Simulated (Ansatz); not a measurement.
Reaction (substitution at a C–S bond): `CS[SiH](F)F` + `NC(F)S` → `CSC(N)F` + `F[SiH](F)S`

Calculated with Ansatz (gas phase, PBE0-D4/def2-TZVP geometries, no zero-point term in ΔE). CCSD(T)/CBS adds triple-zeta CCSD(T) − MP2 to the extrapolated MP2 energy (def2 sets, frozen cores). DFT in def2-TZVPP. B3LYP here is the variant with VWN-RPA as its local correlation; programs differ in this. Each species was taken in one conformer, which may not be the lowest.

Question: Is it downhill or uphill in electronic energy at CCSD(T)/CBS, and by how much? (Estimate.)

Answer: Ansatz gave: Downhill: ΔE = -21.4 kJ/mol.

Question: What do these levels give: PBE0-D4, B3LYP-D4, PBE, PBE0, CCSD/def2-TZVPP, MP2/CBS(def2)? (Estimate.)

Answer: Ansatz gave: PBE0-D4 -18.8, B3LYP-D4 -18.2, PBE -19.1, PBE0 -19.4, CCSD/def2-TZVPP -21.3, MP2/CBS(def2) -22.6 kJ/mol.

Largest T1 diagnostic among the species: 0.012.
